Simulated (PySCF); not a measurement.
# Electron correlation in Tc (technetium, neutral)

[Kr] 4d5 5s1 5p1, high-spin 8P determinant (an excited configuration). Computed with PySCF 2.14 in aug-cc-pVTZ-DK, with the spin-free X2C one-electron Hamiltonian (Gaussian nucleus). Frozen: [Kr]; 7 electrons correlated.

```tsv
level	correlation energy (mhartree)
CCSD	-95.31
(T)	-2.14
CCSD(T)	-97.45
```

Diagnostics: T1 = 0.010, D1 = 0.0330, largest double amplitude 0.026.

Cost of the coupled-cluster step: of the order of 27 core-seconds, for 7 correlated electrons.

Iterations:

```
CC2 = 0
CCSD nocc = (np.int64(7), np.int64(0)), nmo = (84, 84)
frozen orbitals [[0, 1, 2, 3, 4, 5, 6, 7, 8, 9, 10, 11, 12, 13, 14, 15, 16, 17], [0, 1, 2, 3, 4, 5, 6, 7, 8, 9, 10, 11, 12, 13, 14, 15, 16, 17]]
max_cycle = 100
direct = 0
conv_tol = 1e-08
conv_tol_normt = 1e-06
diis_space = 8
diis_start_cycle = 0
Init t2, MP2 energy = -0.0868164540096569
Init E_corr(UCCSD) = -0.0868164540170067
cycle = 1  E_corr(UCCSD) = -0.0937658062293013  dE = -0.00694935221  norm(t1,t2) = 0.0306013
cycle = 2  E_corr(UCCSD) = -0.0948242032177576  dE = -0.00105839699  norm(t1,t2) = 0.0120334
cycle = 3  E_corr(UCCSD) = -0.0953478067402998  dE = -0.000523603523  norm(t1,t2) = 0.00548531
cycle = 4  E_corr(UCCSD) = -0.0953089689348233  dE = 3.88378055e-05  norm(t1,t2) = 0.000544456
cycle = 5  E_corr(UCCSD) = -0.0953139210525597  dE = -4.95211774e-06  norm(t1,t2) = 0.00012547
cycle = 6  E_corr(UCCSD) = -0.0953134164724871  dE = 5.04580073e-07  norm(t1,t2) = 2.30285e-05
cycle = 7  E_corr(UCCSD) = -0.0953134715044094  dE = -5.50319223e-08  norm(t1,t2) = 4.08498e-06
cycle = 8  E_corr(UCCSD) = -0.0953134837209962  dE = -1.22165868e-08  norm(t1,t2) = 1.02374e-06
cycle = 9  E_corr(UCCSD) = -0.0953134776478674  dE = 6.07312876e-09  norm(t1,t2) = 2.79766e-07
UCCSD converged
E(UCCSD) = -4282.993389444502  E_corr = -0.09531347764786742
UCCSD(T) correction = -0.00214452930246772
```
